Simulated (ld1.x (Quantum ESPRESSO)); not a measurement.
**cerium (Ce): excitation energies, all-electron against PAW**

ld1.x (Quantum ESPRESSO) 7.5 input, shortened:

```
&input
   title='Ce', zed=58., rel=2, dft='PBE', iswitch=3,
   config='[Xe] 4f1 5d1.5 6s1.5 6p0', rel_dist='average'
 /
 &inputp
   pseudotype=3, lpaw=.true., tm=.true., lloc=-1, rcloc=3.62,
   nlcc=.true., new_core_ps=.true., rcore=0.95,
   which_augfun='BESSEL', rmatch_augfun=2.14
 /
6
5S  1  0   2.00   0.00  2.14  2.18  0.0
6S  2  0   1.50   0.00  2.14  2.18  0.0
5P  2  1   6.00   0.00  2.52  2.84  0.0
6P  3  1   0.00   0.00  2.52  2.84  0.0
5D  3  2   1.50   0.00  3.44  4.48  0.0
5D  3  2   0.00   1.00  3.44  4.48  0.0
 &test
   configts(1)='5s2 5p6 5d1.5 6s1.5 6p0'
 /
```

Open shells are filled in proportion to 2j + 1 (rel_dist='average').

Energies are relative to the spin-unpolarised reference configuration 5s2 5p6 5d1.5 6s1.5 6p0; without spin polarisation the order of configurations can differ from experiment. Not all tests gave a result: 2 of 7 tests not solved or not reliable. Left out of the table: 5s2 5p6 5d0 6s0 6p0 (solver errors, printed error -416 eV); 5s1 5p6 5d1 6s2 6p0 (solver errors, printed error -607 eV).

```tsv
valence configuration	charge	ΔE all-electron (eV)	error AE − PS (meV)
5s2 5p6 5d1 6s2 6p0	0	-0.398	+0.6
5s2 5p6 5d1 6s1 6p0	+1	5.672	+0.6
5s2 5p6 5d1 6s0 6p0	+2	16.752	-6.9
5s2 5p6 5d0 6s2 6p1	0	1.883	+23
```

**Question.** What are ΔE and the potential's error for 5s2 5p6 5d1 6s1.5 6p0?

**Answer.** ΔE = 2.044 eV all-electron; the error (AE − PS) is +0.6 meV.

Levels in the configuration 5s2 5p6 5d1 6s2 6p0:

```csv
level,all-electron (eV),pseudo (eV)
5s j=1/2,-40.538,-40.539
5p j=1/2,-25.127,-25.134
5p j=3/2,-22.383,-22.390
5d j=3/2,-3.179,-3.175
5d j=5/2,-2.977,-2.974
6s j=1/2,-3.744,-3.744
```

The ghost test of this file was not conclusive.
